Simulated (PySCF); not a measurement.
C₄H₁₀BN, SMILES C=C(C)B(C)N.

Coordinates come from a PBE-D3(BJ)/def2-SVP optimisation. This is a generated structure with no PubChem entry under its InChIKey; it may be hypothetical. The values are those of a single conformer.

Method: PySCF with PBE-D3(BJ)/def2-SVP.

No scaling factor is applied to the harmonic values.

| mode | ν (cm⁻¹) | IR (km/mol) | moving atoms (share of kinetic energy) |
|---|---|---|---|
| 1 | 63 | 1.1 | C 53 %, H 30 %, N 17 % |
| 2 | 138 | 1.5 | H 97 % |
| 3 | 181 | 0.3 | H 82 %, C 14 % |
| 4 | 202 | 0.9 | H 45 %, C 42 %, N 10 % |
| 5 | 243 | 6.0 | C 44 %, H 34 %, B 15 % |
| 6 | 303 | 0.7 | C 38 %, H 37 %, N 25 % |
| 7 | 399 | 1.5 | H 42 %, C 34 %, B 14 %, N 10 % |
| 8 | 440 | 9.1 | C 40 %, H 38 %, B 18 % |
| 9 | 494 | 3.6 | H 54 %, C 32 %, B 12 % |
| 10 | 528 | 123.4 | H 77 %, N 20 % |
| 11 | 635 | 8.7 | H 86 % |
| 12 | 646 | 0.2 | C 54 %, H 27 %, N 14 % |
| 13 | 704 | 1.0 | H 91 % |
| 14 | 820 | 3.2 | H 62 %, C 24 %, N 10 % |
| 15 | 827 | 0.4 | H 65 %, C 15 %, N 14 % |
| 16 | 864 | 13.0 | H 52 %, B 28 %, C 19 % |
| 17 | 900 | 28.6 | H 73 %, C 27 % |
| 18 | 935 | 1.7 | H 51 %, C 47 % |
| 19 | 975 | 4.3 | H 73 %, C 26 % |
| 20 | 1012 | 0.9 | H 64 %, C 35 % |
| 21 | 1116 | 53.6 | H 40 %, B 34 %, C 20 % |
| 22 | 1228 | 2.3 | H 54 %, C 31 %, B 12 % |
| 23 | 1288 | 86.3 | H 43 %, C 36 %, B 21 % |
| 24 | 1327 | 31.1 | H 68 %, B 15 %, C 14 % |
| 25 | 1347 | 16.7 | H 56 %, C 24 %, B 18 % |
| 26 | 1371 | 11.1 | H 83 %, C 13 % |
| 27 | 1385 | 4.9 | H 95 % |
| 28 | 1396 | 2.3 | H 93 % |
| 29 | 1410 | 11.9 | H 89 % |
| 30 | 1417 | 14.5 | H 85 %, B 9 % |
| 31 | 1544 | 134.2 | H 66 %, N 22 %, B 12 % |
| 32 | 1635 | 7.6 | C 88 %, H 11 % |
| 33 | 2950 | 24.2 | H 97 % |
| 34 | 2959 | 6.3 | H 97 % |
| 35 | 3021 | 13.1 | H 91 %, C 9 % |
| 36 | 3036 | 8.6 | H 91 %, C 9 % |
| 37 | 3038 | 19.5 | H 95 % |
| 38 | 3049 | 22.8 | H 91 %, C 9 % |
| 39 | 3055 | 24.2 | H 91 %, C 9 % |
| 40 | 3129 | 19.6 | H 90 %, C 10 % |
| 41 | 3501 | 14.3 | H 96 % |
| 42 | 3605 | 13.2 | H 91 %, N 9 % |
